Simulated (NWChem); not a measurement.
System: C$_{3}$H$_{4}$F$_{2}$Si; SMILES CC#C[SiH](F)F

Input file for NWChem:

```
start job
memory heap 200 mb stack 900 mb global 1100 mb
geometry units angstroms noautosym nocenter noautoz
  C     -3.319584     0.275503     0.509520
  C     -1.876415     0.169714     0.397815
  C     -0.652863     0.079043     0.293941
  Si     1.145534    -0.052693     0.136196
  F      1.686713     1.098270    -0.879339
  F      1.527581    -1.486806    -0.533069
  H     -3.703777    -0.337030     1.351311
  H     -3.816322    -0.074475    -0.419136
  H     -3.631165     1.326202     0.684760
  H      1.876498     0.076205     1.426843
end
basis spherical
  C library def2-svp
  Si library def2-svp
  F library def2-svp
  H library def2-svp
end
dft
  xc pbe0
  iterations 150
end
cosmo
  do_cosmo_smd true
  solvent methanol
end
task dft energy
```

Output (shortened):

```
             Northwest Computational Chemistry Package (NWChem) 7.3.0
             --------------------------------------------------------

                             Geometry "geometry" -> ""
                             -------------------------

 Output coordinates in angstroms (scale by  1.889725989 to convert to a.u.)

  No.       Tag          Charge          X              Y              Z
 ---- ---------------- ---------- -------------- -------------- --------------
    1 C                    6.0000    -3.31958400     0.27550300     0.50952000
    2 C                    6.0000    -1.87641500     0.16971400     0.39781500
    3 C                    6.0000    -0.65286300     0.07904300     0.29394100
    4 Si                  14.0000     1.14553400    -0.05269300     0.13619600
    5 F                    9.0000     1.68671300     1.09827000    -0.87933900
    6 F                    9.0000     1.52758100    -1.48680600    -0.53306900
    7 H                    1.0000    -3.70377700    -0.33703000     1.35131100
    8 H                    1.0000    -3.81632200    -0.07447500    -0.41913600
    9 H                    1.0000    -3.63116500     1.32620200     0.68476000
   10 H                    1.0000     1.87649800     0.07620500     1.42684300

 Effective nuclear repulsion energy (a.u.)     266.8645564230

                                 NWChem DFT Module
                                 -----------------

 Summary of "ao basis" -> "ao basis" (spherical)
 ------------------------------------------------------------------------------
       Tag                 Description            Shells   Functions and Types
 ---------------- ------------------------------  ------  ---------------------
 C                          def2-svp                 6       14   3s2p1d
 Si                         def2-svp                 8       18   4s3p1d
 F                          def2-svp                 6       14   3s2p1d
 H                          def2-svp                 3        5   2s1p

 in cosmo_initialize ...
 calling solv_data for solv:methanol

 solvent parameters
 solvname_short: methanol
 solvname_long:  methanol
 dielec:       32.6130
 dielecinf:     1.7657
 nonaqueous SMD model solvent descriptors
 dielec:       32.6130
 sola:          0.4300
 solb:          0.4700
 solc:          0.0000
 solg:         31.7700
 solh:          0.0000
 soln:          1.3288

[...]

                                COSMO-SMD solvation results
                                ---------------------------

             internal energy in gas <Psi(g)|H|Psi(g)> =      -605.187130643554
         internal energy in solvent <Psi(s)|H|Psi(s)> =      -605.185660822385
                               delta internal energy  =         0.001469821169 (    0.92 kcal/mol)
   total free energy in solvent <Psi(s)|H+V/2|Psi(s)> =      -605.195552711717
 polarization energy contribution <Psi(s)|V/2|Psi(s)> =        -0.009891889332 (   -6.21 kcal/mol)
    total free energy in solvent including G(SMD-CDS) =      -605.193605784575
                       G(SMD-CDS) energy contribution =         0.001946927142 (    1.22 kcal/mol)
     1 M fixed-concentration free energy of solvation =        -0.006475141021 (   -4.06 kcal/mol)

                       DFT Final Molecular Orbital Analysis
                       ------------------------------------

 Vector   25  Occ=2.000000D+00  E=-3.786056D-01
              MO Center=  1.3D+00, -1.0D-02,  5.3D-01, r^2= 2.7D+00
   Bfn.  Coefficient  Atom+Function         Bfn.  Coefficient  Atom+Function
  ----- ------------  ---------------      ----- ------------  ---------------
   104      0.358235  10 H  s               105      0.238456  10 H  s
    32     -0.190837   3 C  px               66      0.191725   5 F  pz
    80      0.184510   6 F  pz               78      0.178289   6 F  px
    52      0.175387   4 Si pz               64      0.175007   5 F  px
    50      0.163038   4 Si px               35     -0.139787   3 C  px

 Vector   26  Occ=2.000000D+00  E=-3.054814D-01
              MO Center= -1.4D+00,  1.6D-01,  3.7D-01, r^2= 2.3D+00
   Bfn.  Coefficient  Atom+Function         Bfn.  Coefficient  Atom+Function
  ----- ------------  ---------------      ----- ------------  ---------------
    33      0.410655   3 C  py               19      0.359650   2 C  py
    36      0.268937   3 C  py               22      0.208998   2 C  py
    99     -0.155915   9 H  s                 5     -0.147185   1 C  py
    89      0.120048   7 H  s                 8     -0.085750   1 C  py
   100     -0.077835   9 H  s                64     -0.069581   5 F  px

 Vector   27  Occ=2.000000D+00  E=-3.041388D-01
              MO Center= -1.3D+00,  1.0D-01,  3.5D-01, r^2= 2.5D+00
   Bfn.  Coefficient  Atom+Function         Bfn.  Coefficient  Atom+Function
  ----- ------------  ---------------      ----- ------------  ---------------
    34      0.404036   3 C  pz               20      0.360336   2 C  pz
    37      0.270032   3 C  pz               23      0.207767   2 C  pz
    94      0.158257   8 H  s                 6     -0.145982   1 C  pz
    89     -0.110513   7 H  s               104     -0.086887  10 H  s
     9     -0.084419   1 C  pz               95      0.079170   8 H  s

 Vector   28  Occ=0.000000D+00  E=-1.817969D-02
              MO Center= -6.5D-01,  1.1D-01,  3.8D-01, r^2= 4.1D+00
   Bfn.  Coefficient  Atom+Function         Bfn.  Coefficient  Atom+Function
  ----- ------------  ---------------      ----- ------------  ---------------
    22      0.485629   2 C  py               54     -0.469815   4 Si py
    19      0.399991   2 C  py               36     -0.358220   3 C  py
   100     -0.248699   9 H  s                33     -0.230419   3 C  py
    51     -0.205390   4 Si py               90      0.185962   7 H  s
    63      0.168051   5 F  s                77     -0.167192   6 F  s

[...]
```

Level: PBE0/def2-SVP, SMD on the gas-phase geometry. The geometry was optimised at PBE-D3(BJ)/def2-SVP. Solvent: methanol.
